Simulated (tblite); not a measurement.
Compound: C7H13Al.
Z-matrix (Å and degrees, GFN2-xTB geometry), rows numbered from 1:
```
C 
C   1  1.3351
C   2  1.4889  1  121.84
C   3  1.5575  2  109.76  1   -65.46
C   4  1.5448  3  111.56  2   -85.15
C   5  1.5348  4  112.49  3    76.29
C   6  1.5445  5  111.15  4    55.47
Al  7  1.9998  6   99.71  5   -38.26
H   1  1.0782  2  122.28  3   179.77
H   1  1.0852  2  120.49  3   -12.16
H   2  1.0820  1  120.02  3  -176.61
H   3  1.0933  2  111.03  1   171.79
H   3  1.0927  2  109.14  1    52.53
H   4  1.0972  3  106.65  2   159.14
H   5  1.0958  4  111.32  3   -46.96
H   5  1.0948  4  107.95  3  -164.52
H   6  1.0947  5  109.15  4   178.44
H   6  1.0922  5  108.73  4   -64.94
H   7  1.0995  6  108.45  5    78.31
H   7  1.0954  6  109.29  5  -167.59
H   8  1.5420  4  129.88  3    94.33
```

All values are computed: GFN2-xTB (tblite) harmonic vibrations without scaling, gas phase. Against measured fundamentals such values can be off by several per cent, at times by over 20. Modes of hydrogen on aluminium can be 10 to 20 % off. One conformer, not necessarily the lowest.

Harmonic wavenumbers (cm⁻¹): 61.3, 102.4, 149.1, 188.8, 233.9, 291.4, 314.2, 387.6, 402.7, 440.0, 467.4, 498.6, 566.2, 604.6, 647.1, 702.1, 812.2, 852.3, 862.9, 895.3, 906.8, 957.0, 970.8, 988.2, 1012.5, 1058.1, 1067.4, 1105.0, 1133.6, 1140.1, 1204.4, 1224.9, 1236.0, 1262.0, 1273.5, 1310.0, 1333.1, 1342.7, 1375.5, 1465.4, 1476.2, 1485.8, 1495.5, 1637.9, 1801.4, 2871.5, 2891.5, 2909.6, 2920.5, 2925.2, 2940.5, 2945.8, 2960.6, 2970.4, 2997.1, 3052.6, 3097.0.

A = 2290, B = 1675, C = 1368 MHz; mass 124.083 u (most abundant isotopes); point group C1, symmetry number 1.

Problem. What is the zero-point energy?

Solution. ½Σν̃ = 38113 cm⁻¹ = 455.93 kJ/mol.

Problem. Entropy at 298.15 K, 1 bar (ideal gas, RRHO, classical rotation)?

Solution. Translation 168.98, rotation 119.27, vibration 104.94: S = 393.2 J/(mol K).

Problem. And Cp and H(298.15 K) − H(0)?

Solution. Cp = 163.67 J/(mol K), of which vibrations give 130.41 (their classical limit is 57 R = 473.9); H(298.15 K) − H(0) = 27.76 kJ/mol without the zero-point energy, 17.84 from vibrations.

Problem. How do the functions run with temperature in this model?

Solution. 
```json
{"T (K)": "150", "S (J/(mol K))": "308.5", "Cp (J/(mol K))": "92.2", "H − H(0) (kJ/mol)": "8.90", "G − H(0) (kJ/mol)": "-37.38", "ln q(vib)": "2.05"}
{"T (K)": "250", "S (J/(mol K))": "366.5", "Cp (J/(mol K))": "139.6", "H − H(0) (kJ/mol)": "20.46", "G − H(0) (kJ/mol)": "-71.18", "ln q(vib)": "4.28"}
{"T (K)": "400", "S (J/(mol K))": "448.2", "Cp (J/(mol K))": "212.5", "H − H(0) (kJ/mol)": "46.96", "G − H(0) (kJ/mol)": "-132.34", "ln q(vib)": "7.95"}
{"T (K)": "600", "S (J/(mol K))": "549.7", "Cp (J/(mol K))": "288.0", "H − H(0) (kJ/mol)": "97.49", "G − H(0) (kJ/mol)": "-232.30", "ln q(vib)": "13.10"}
{"T (K)": "900", "S (J/(mol K))": "681.3", "Cp (J/(mol K))": "360.2", "H − H(0) (kJ/mol)": "195.65", "G − H(0) (kJ/mol)": "-417.55", "ln q(vib)": "20.71"}
```

q(vib) and H(0) count from the zero-point level.

Problem. Blend soft modes into free rotors: weight 1/[1 + (100 cm⁻¹/ν̃)⁴] for the oscillator and the rest for a rotor with moment μB/(μ + B), μ = h/(8π²ν), B = 10⁻⁴⁴ kg m². What vibrational entropy results?

Solution. 99.79 J/(mol K) in place of 104.94, which changes −T·S at 298.15 K by +1.54 kJ/mol.

Problem. Which modes carry the vibrational entropy at 298.15 K?

Solution. 61.3 cm⁻¹: 18.47; 102.4 cm⁻¹: 14.26; 149.1 cm⁻¹: 11.23; 188.8 cm⁻¹: 9.37; 233.9 cm⁻¹: 7.74; 291.4 cm⁻¹: 6.13 J/(mol K); the other 51 give 37.74 together.

Hindered rotation and anharmonicity are outside this model. Other conformers, if any are populated, would add a mixing term that is left out. The structure is chiral; the term R ln 2 for an equal mix with its mirror image is left out.
